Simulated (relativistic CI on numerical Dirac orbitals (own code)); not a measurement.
**Rb10+: computed level list**

These numbers are calculated, not measured: Dirac-Coulomb-Breit CI, KLI orbitals optimised for each configuration, model QED (radiative potential, 1s self-energy scaled to tabulated hydrogen-like ionisation energies), unscaled Slater integrals (own radial code, finite nucleus).

Configurations in the expansion (outside the closed core [Ne]): 3s2 3p6 3d9, 3s2 3p5 3d10, 3s 3p6 3d10, 3s2 3p6 3d8 4s, 3s2 3p6 3d8 4p, 3s2 3p6 3d8 4d, 3s2 3p6 3d7 4s2, 3s2 3p6 3d7 4s 4p, 3s2 3p6 3d8 4f, 3s2 3p6 3d8 5s, 3s2 3p6 3d7 4p2, 3s2 3p6 3d8 5p, 3s2 3p6 3d7 4s 4d, 3s2 3p6 3d8 5d, 3s2 3p6 3d7 4p 4d, 3s2 3p5 3d9 4s, 3s2 3p6 3d8 5f, 3s2 3p6 3d8 6s, 3s2 3p6 3d8 5g, 3s2 3p6 3d8 6p, 3s2 3p5 3d9 4p, 3s2 3p6 3d8 6d, 3s2 3p6 3d7 4d2, 3s2 3p5 3d8 4s2, 3s2 3p4 3d10 4s, 3s2 3p5 3d8 4s 4p, 3s2 3p4 3d10 4p, 3s2 3p5 3d9 4d, 3s2 3p5 3d8 4p2, 3s2 3p5 3d8 4s 4d, 3s 3p6 3d9 4s, 3s2 3p4 3d10 4d, 3s 3p6 3d8 4s2, 3s 3p5 3d10 4s, 3s2 3p5 3d8 4p 4d, 3s2 3p5 3d9 4f. Levels of other configurations are missing.

The lowest level is 3s2 3p6 3d9 2D_5/2, with 100 % of that term; Hund's rules for 3s2 3p6 3d9 give 2D with J = 5/2, in agreement.

| No. | Configuration | Term | J | E (cm⁻¹) | % | Lifetime (s) | jj configuration (%) |
| --- | --- | --- | --- | --- | --- | --- | --- |
| 1 | 3s2 3p6 3d9 | 2D | 5/2 | 0 | 100 |  | 3d5/2^5 (100) |
| 2 | 3s2 3p6 3d9 | 2D | 3/2 | 12310 | 100 | 3.32e-02 | 3d3/2^3 3d5/2^6 (100) |
| 3 | 3d8(3F) 4s | 4F | 9/2 | 937769 | 99 | 9.80e-05 | 3d5/2^4 4s (86) |
| 4 | 3d8(3F) 4s | 4F | 7/2 | 943404 | 78 | 1.01e-06 | 3d5/2^4 4s (62) |
| 5 | 3d8(3F) 4s | 4F | 5/2 | 950449 | 94 | 4.71e-06 | 3d3/2^3 3d5/2^5 4s (82) |
| 6 | 3d8(3F) 4s | 4F | 3/2 | 953765 | 90 | 6.20e-06 | 3d3/2^2 3d5/2^6 4s (39) |
| 7 | 3d8(3F) 4s | 2F | 7/2 | 954747 | 78 | 2.76e-07 | 3d3/2^3 3d5/2^5 4s (75) |
| 8 | 3d8(3F) 4s | 2F | 5/2 | 962467 | 78 | 2.55e-07 | 3d3/2^3 3d5/2^5 4s (46) |
| 9 | 3d8(3P) 4s | 4P | 5/2 | 974836 | 56 | 9.31e-07 | 3d5/2^4 4s (57) |
| 10 | 3d8(1D) 4s | 2D | 3/2 | 977398 | 58 | 5.72e-07 | 3d5/2^4 4s (64) |
| 11 | 3d8(3P) 4s | 4P | 1/2 | 985901 | 98 | 2.58e-05 | 3d5/2^4 4s (36) |
| 12 | 3d8(3P) 4s | 4P | 3/2 | 986236 | 80 | 2.80e-06 | 3d3/2^3 3d5/2^5 4s (86) |
| 13 | 3d8(1D) 4s | 2D | 5/2 | 988474 | 53 | 9.24e-07 | 3d3/2^2 3d5/2^6 4s (52) |
| 14 | 3d8(3P) 4s | 2P | 3/2 | 996288 | 83 | 2.03e-07 | 3d3/2^3 3d5/2^5 4s (71) |
| 15 | 3d8(3P) 4s | 2P | 1/2 | 997939 | 98 | 1.80e-07 | 3d3/2^3 3d5/2^5 4s (65) |
| 16 | 3d8(1G) 4s | 2G | 9/2 | 1002511 | 99 | 5.27e-07 | 3d3/2^3 3d5/2^5 4s (86) |
| 17 | 3d8(1G) 4s | 2G | 7/2 | 1002606 | 99 | 5.31e-07 | 3d3/2^3 3d5/2^5 4s (87) |
| 18 | 3s2 3p5 3d10 | 2P° | 3/2 | 1054848 | 97 | 3.00e-12 | 3p3/2^3 (97) |
| 19 | 3d8(1S) 4s | 2S | 1/2 | 1069480 | 96 | 3.52e-07 | 3d3/2^2 3d5/2^6 4s (56) |
| 20 | 3d8(3F) 4p | 4D° | 7/2 | 1108971 | 84 | 2.11e-10 | 3d5/2^4 4p1/2 (73) |
| 21 | 3d8(3F) 4p | 4G° | 9/2 | 1116278 | 43 | 2.07e-10 | 3d5/2^4 4p1/2 (84) |
| 22 | 3d8(3F) 4p | 4D° | 5/2 | 1120444 | 83 | 2.06e-10 | 3d3/2^3 3d5/2^5 4p1/2 (54) |
| 23 | 3d8(3F) 4p | 4G° | 7/2 | 1124801 | 69 | 1.97e-10 | 3d3/2^3 3d5/2^5 4p1/2 (86) |
| 24 | 3s2 3p5 3d10 | 2P° | 1/2 | 1126353 | 85 | 2.55e-12 | 3p1/2 3p3/2^4 (85) |
| 25 | 3d8(3F) 4p | 4G° | 11/2 | 1127302 | 99 | 1.59e-10 | 3d5/2^4 4p3/2 (86) |
| 26 | 3d8(3F) 4p | 4G° | 5/2 | 1128582 | 71 | 1.33e-10 | 3d3/2^3 3d5/2^5 4p1/2 (35) |
| 27 | 3d8(3F) 4p | 4D° | 3/2 | 1128638 | 75 | 1.48e-10 | 3d3/2^3 3d5/2^5 4p3/2 (34) |
| 28 | 3d8(3F) 4p | 4F° | 9/2 | 1133497 | 73 | 1.53e-10 | 3d5/2^4 4p3/2 (85) |
| 29 | 3d8(1D) 4p | 2D° | 3/2 | 1134400 | 50 | 5.40e-11 | 3d5/2^4 4p1/2 (47) |
| 30 | 3d8(3F) 4p | 4D° | 1/2 | 1134477 | 91 | 3.73e-11 | 3d3/2^2 3d5/2^6 4p3/2 (41) |
| 31 | 3d8(3F) 4p | 2F° | 7/2 | 1136002 | 50 | 4.22e-11 | 3d5/2^4 4p3/2 (48) |
| 32 | 3d8(3F) 4p | 2D° | 5/2 | 1137631 | 55 | 1.81e-11 | 3d3/2^3 3d5/2^5 4p1/2 (36) |
| 33 | 3d8(3F) 4p | 4G° | 9/2 | 1140981 | 53 | 1.63e-10 | 3d3/2^3 3d5/2^5 4p3/2 (97) |
| 34 | 3d8(3F) 4p | 4F° | 5/2 | 1143597 | 36 | 3.13e-11 | 3d3/2^3 3d5/2^5 4p3/2 (64) |
| 35 | 3d8(3F) 4p | 4F° | 7/2 | 1145650 | 41 | 5.31e-11 | 3d3/2^3 3d5/2^5 4p3/2 (86) |
| 36 | 3d8(3F) 4p | 4F° | 3/2 | 1147683 | 40 | 1.67e-10 | 3d5/2^4 4p1/2 (29) |
| 37 | 3d8(3F) 4p | 2G° | 7/2 | 1148555 | 64 | 9.66e-11 | 3d3/2^3 3d5/2^5 4p3/2 (35) |
| 38 | 3d8(3F) 4p | 2D° | 5/2 | 1151863 | 37 | 1.62e-11 | 3d5/2^4 4p3/2 (38) |
| 39 | 3d8(3P) 4p | 4P° | 1/2 | 1152575 | 88 | 1.33e-10 | 3d3/2^3 3d5/2^5 4p1/2 (58) |
| 40 | 3d8(3F) 4p | 2D° | 3/2 | 1153537 | 40 | 1.95e-11 | 3d3/2^3 3d5/2^5 4p3/2 (47) |
| 41 | 3d8(3F) 4p | 2F° | 5/2 | 1154286 | 65 | 2.52e-11 | 3d3/2^3 3d5/2^5 4p3/2 (40) |
| 42 | 3d8(1D) 4p | 2F° | 5/2 | 1159637 | 53 | 6.94e-11 | 3d5/2^4 4p3/2 (29) |
| 43 | 3d8(1D) 4p | 2F° | 7/2 | 1166064 | 72 | 2.68e-11 | 3d5/2^4 4p3/2 (43) |
| 44 | 3d8(1D) 4p | 2D° | 3/2 | 1166132 | 57 | 8.99e-12 | 3d3/2^2 3d5/2^6 4p1/2 (50) |
| 45 | 3d8(1D) 4p | 2P° | 1/2 | 1166847 | 80 | 5.16e-11 | 3d5/2^4 4p3/2 (34) |

Energies count from the lowest computed level; ° marks odd parity; lifetimes are radiative, by E1, M1, E2, M2 decay to levels of this space only. Percentages are summed over parent terms; the parents shown are those of the largest component, closed shells are left out there. Filled j subshells are mostly left out of the jj labels.

The mean weight of the leading LS term, summed over parents, in these 45 levels is 73 %, and that of the leading jj configuration (from the same eigenvectors) 62 %, so LS coupling describes them better.

At this charge energies of transitions that change n are usually good to better than 1 %, and those within a shell (Δn = 0) to a few per cent.

LS names give the leading component of a level, which can be under half, so a name can repeat, a term be missing and a line seem to break the LS rules.
